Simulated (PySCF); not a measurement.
# Worked example: dipole moment from atomic charges

ClF3H2Si2, SMILES F[Si](F)(F)[SiH2]Cl. Atoms are numbered in the order given.

```xyz
8

Si    -0.0538    -1.0689     0.0000
F      1.0287    -2.2627     0.0000
F     -0.9854    -1.2658    -1.2972
F     -0.9854    -1.2658     1.2972
Si     0.9999     1.0100     0.0000
Cl    -0.4964     2.4510     0.0000
H      1.8368     1.1531     1.2192
H      1.8368     1.1531    -1.2192
```

Geometry: B3LYP-D3(BJ)/def2-SVP. This is a generated structure with no PubChem entry under its InChIKey; it may be hypothetical. One conformer was computed; it need not be the lowest.

Charges (e) from PySCF with PBE/def2-TZVP:

```
atom  ESP fit     IAO
----  -------  ------
Si1     0.714   1.517
F2     -0.220  -0.501
F3     -0.227  -0.498
F4     -0.227  -0.498
Si5    -0.128   0.431
Cl6    -0.049  -0.285
H7      0.069  -0.083
H8      0.069  -0.083
```

The dipole moment of the full density is 1.90 D.

Question: What dipole moment does each set of point charges give, and which comes closer to that of the density?

Answer: 
μ = Σ q r, and 1 e Å = 4.8032 D.
ESP fit: Σ q r = (0.332, 0.219, 0.000) e Å, |μ| = 1.91 D.
IAO: Σ q r = (0.652, 0.318, 0.000) e Å, |μ| = 3.48 D.
ESP fit comes closer in size. Point charges leave out the atoms' own dipoles (lone pairs, polarised bonds); fits to the potential absorb them, partitions of the density don't.
